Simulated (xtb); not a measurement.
C3H3N2 (SMILES [c]1c[nH]cn1), doublet, at a GFN2-xTB geometry; GFN0-xTB (xtb 6.7.1).

Input for xtb:
```
$ xtb mol.xyz --gfn 0 --uhf 1 --grad --json

# file mol.xyz
8

C      0.62144743    -1.03886727    -0.00704831
C      1.15265949     0.20944187     0.02891025
N      0.05451505     1.04591052     0.02172701
C     -1.04336427     0.24979233    -0.01753433
N     -0.70674734    -1.01313845    -0.03511281
H      2.15724996     0.57184534     0.05764149
H      0.07195203     2.05438155     0.04192068
H     -2.04803183     0.62216701    -0.03182727
```

Output, abridged:

```
   ID    Z sym.   atoms
    1    6 C      1, 2, 4
    2    7 N      3, 5
    3    1 H      6-8

           -------------------------------------------------
          |                Calculation Setup                |
           -------------------------------------------------

           -------------------------------------------------
          |                 G F N 0 - x T B                 |
           -------------------------------------------------

          ...................................................
          :                      SETUP                      :
          :.................................................:
          :  # basis functions                  26          :
          :  # atomic orbitals                  26          :
          :  # shells                           16          :
          :  # electrons                        25          :
          :  electronic temp.          300.0000000     K    :
          :  accuracy                    1.0000000          :
          :  -> integral cutoff          0.2500000E+02      :
          :  -> integral neglect         0.1000000E-07      :
          ...................................................

         :::::::::::::::::::::::::::::::::::::::::::::::::::::
         ::                     SUMMARY                     ::
         :::::::::::::::::::::::::::::::::::::::::::::::::::::
         :: total energy             -13.789439820863 Eh    ::
         :: gradient norm              0.051522072432 Eh/a0 ::
         :: HOMO-LUMO gap              3.862242028363 eV    ::
         ::.................................................::
         :: H0 energy                -13.861270990594 Eh    ::
         :: repulsion energy           0.200916726188 Eh    ::
         :: electrostat energy        -0.079428683013 Eh    ::
         :: -> Gsolv                   0.000000000000 Eh    ::
         ::    -> Gsasa                0.000000000000 Eh    ::
         ::    -> Gshift               0.000000000000 Eh    ::
         :: dispersion energy         -0.001958571532 Eh    ::
         :: short-range corr.         -0.047698301911 Eh    ::
         :: add. restraining           0.000000000000 Eh    ::
         :: total charge               0.000000000000 e     ::
         :::::::::::::::::::::::::::::::::::::::::::::::::::::

           -------------------------------------------------
          |                Property Printout                |
           -------------------------------------------------

    * Orbital Energies and Occupations

         #    Occupation            Energy/Eh            Energy/eV
      -------------------------------------------------------------
         1        2.0000           -0.7218125             -19.6415
         2        2.0000           -0.7038569             -19.1529
         3        2.0000           -0.6316005             -17.1867
         4        2.0000           -0.6054084             -16.4740
         5        2.0000           -0.5933161             -16.1450
         6        2.0000           -0.5740731             -15.6213
         7        2.0000           -0.5329002             -14.5010
         8        2.0000           -0.5229970             -14.2315
         9        2.0000           -0.5199269             -14.1479
        10        2.0000           -0.4577722             -12.4566
        11        2.0000           -0.4548780             -12.3779
        12        2.0000           -0.4172519             -11.3540
        13        1.0000           -0.3896838             -10.6038 (HOMO)
        14                         -0.2477490              -6.7416 (LUMO)
        15                         -0.2142762              -5.8308
        16                         -0.1404271              -3.8212
        17                         -0.1157679              -3.1502
        18                         -0.1052005              -2.8627
        19                          0.0699789               1.9042
        20                          0.1000619               2.7228
        21                          0.1730307               4.7084
        22                          0.2025533               5.5118
        23                          0.2368619               6.4453
        24                          0.3260629               8.8726
       ...                                ...                  ...
        26                          0.5763672              15.6837
      -------------------------------------------------------------
                  HL-Gap            0.1419348 Eh            3.8622 eV
             Fermi-level            0.0000000 Eh            0.0000 eV

     #   Z          covCN         q      C6AA      α(0)
     1   6 C        2.284     0.259    24.888     8.078
     2   6 C        3.020     0.189    25.233     8.214
     3   7 N        2.835    -0.886    45.054    10.050
     4   6 C        3.175     0.657    17.354     6.785
     5   7 N        1.923    -0.658    39.507     9.356
     6   1 H        0.927     0.075     2.034     2.230
     7   1 H        0.860     0.358     0.564     1.177
     8   1 H        0.926     0.006     2.955     2.688

 Mol. C6AA /au·bohr⁶  :        963.599667
 Mol. C8AA /au·bohr⁸  :      22711.867922
 Mol. α(0) /au        :         48.578405

Wiberg/Mayer (AO) data.
largest (>0.10) Wiberg bond orders for each atom

 ---------------------------------------------------------------------------
     #   Z sym  total        # sym  WBO       # sym  WBO       # sym  WBO
 ---------------------------------------------------------------------------
     1   6 C    3.197 --     2 C    1.624     5 N    1.364     4 C    0.105
     2   6 C    3.933 --     1 C    1.624     3 N    1.186     6 H    0.974
     3   7 N    3.658 --     4 C    1.350     2 C    1.186     7 H    0.944
                             5 N    0.101
     4   6 C    3.922 --     5 N    1.402     3 N    1.350     8 H    0.967
                             1 C    0.105
     5   7 N    2.944 --     4 C    1.402     1 C    1.364     3 N    0.101
     6   1 H    0.990 --     2 C    0.974
     7   1 H    0.963 --     3 N    0.944
     8   1 H    0.995 --     4 C    0.967
 ---------------------------------------------------------------------------

Topologies differ in total number of bonds
Writing topology from bond orders to xtbtopo.mol

 dipole moment from electron density (au)
     X       Y       Z
   0.3090   2.5759   0.0573  total (Debye):    6.596

           -------------------------------------------------
          | TOTAL ENERGY              -13.789439820863 Eh   |
          | GRADIENT NORM               0.051522072432 Eh/α |
          | HOMO-LUMO GAP               3.862242028363 eV   |
           -------------------------------------------------

normal termination of xtb
```
